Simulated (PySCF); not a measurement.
**AlSb: one state, many levels of theory**

State: ³Σ⁻ (triplet), unpaired electrons π ↑↑. Set-up: PySCF, spin-free X2C with a Gaussian nucleus, basis sets Al x2c-SVPall, Sb x2c-SVPall. De refers to Al + Sb in their high-spin ground configurations, without counterpoise correction. The functionals are run spin-unrestricted. A positive dipole means Al(−)Sb(+).

```tsv
Level	Re (Å)	ωe (cm⁻¹)	De (eV)	μ (D)
UHF	2.767	255	0.84	-1.03
UHF-MP2	2.745	264	1.44	n/a
UHF-SCS-MP2	2.756	259	1.40	n/a
UHF-CCSD	2.756	258	1.43	n/a
UHF-CCSD(T)	2.757	257	1.50	n/a
PBE	2.769	252	2.05	-0.31
PBEsol	2.748	258	2.20	-0.30
r²SCAN	2.752	258	1.91	-0.39
TPSSh	2.754	256	1.91	-0.39
PBE0	2.744	261	1.92	-0.52
B97-3	2.760	256	1.95	-0.53
```

(1) Which functional lies closest to UHF-CCSD(T) in De, which farthest, and by how much do they differ from it?

(2) What does a quarter of exact exchange do here, going from PBE to PBE0?

(3) What does second-order correlation do here, going from UHF to UHF-MP2?

Correlated steps freeze 23 core orbitals. Correlated levels converge slowly with the basis: in double zeta they bind strong bonds too weakly, by up to about 1 eV, and carry superposition errors of some tenths. Spin–orbit coupling is left out, which matters for elements this heavy, above all for dissociation energies. The state is the lowest determinant that a PBE0 search found; another state may lie lower at other levels.

The whole job (state search and all levels along the bond) took about 2.7 min on 1 thread of Arm Neoverse V1 (shared host), peak memory 0.64 GiB.

## Answers

(1) Closest is r²SCAN (-0.5 pm in Re, +0.4 % in ωe, +0.41 eV in De against UHF-CCSD(T) in the same basis), farthest PBEsol (-0.9 pm in Re, +0.4 % in ωe, +0.70 eV in De). CCSD(T) converges more slowly with the basis than the functionals do and binds too weakly in this one, so the order can change at the basis-set limit.

(2) PBE0 less PBE: -2.5 pm in Re, +3.6 % in ωe, -0.13 eV in De. Exact exchange removes part of the self-interaction that spreads semilocal densities, and in most molecules shortens and stiffens the bond and lowers De; so it does here.

(3) UHF-MP2 less UHF: -2.2 pm in Re, +3.5 % in ωe, +0.60 eV in De. Correlation nearly always deepens the well. The bond shortens, as in weak, metallic or heavy-atom bonds, where dispersion and the correlation of outer-core electrons pull the atoms together.
